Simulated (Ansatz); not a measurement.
`[CH3][GeH]([Cl])[I]` + H₂ → `[CH3][GeH2][Cl]` + HI  (hydrogenolysis of a Ge–I bond)

Program: Ansatz. Geometries: PBE0-D4/def2-TZVP. ΔE: electronic, gas phase. CBS: MP2 limit from def2 TZ/QZ plus the TZ coupled-cluster correction, frozen cores. This one scheme is used for every species. Functionals use def2-TZVPP. HSE06 is defined as in plane-wave codes. def2 core potentials past Kr. For Ge, I outer-core shells are correlated without core-valence functions, which leaves a few kJ/mol of doubt a bond. Scalar relativity is left out up to krypton.

CCSD(T)/CBS gives +17.4 kcal/mol.

Question: Another level gave +17.6 kcal/mol. Which?
A. LC-ωPBE/def2-TZVPP
B. BLYP-D4/def2-TZVPP
C. CAM-B3LYP-D4/def2-TZVPP
D. HSE06/def2-TZVPP

Answer: B. BLYP-D4 17.6, HSE06 15.7, LC-ωPBE 13.5, CAM-B3LYP-D4 14.6 kcal/mol.

Largest T1 diagnostic among the species: 0.010.

Leaving LDA and LC-ωPBE aside and taking each functional with its dispersion term where it has one, the values, not all of them listed here, spread over 4.3 kcal/mol, from B97M-V to revPBE-D4. In def2-TZVPP, CCSD(T) changes the Hartree–Fock value by +2.8 kcal/mol (the triples alone add +1.2 kcal/mol) and MP2 by +6.4 kcal/mol. The D4 term adds +2.9 kcal/mol with B3LYP and +1.6 kcal/mol with PBE0; it sums over pairs of atoms, weighted by their polarisabilities, and B3LYP, whose exchange is more repulsive, gets the larger term.

B3LYP here is the variant with VWN-RPA as its local correlation; programs differ in this.
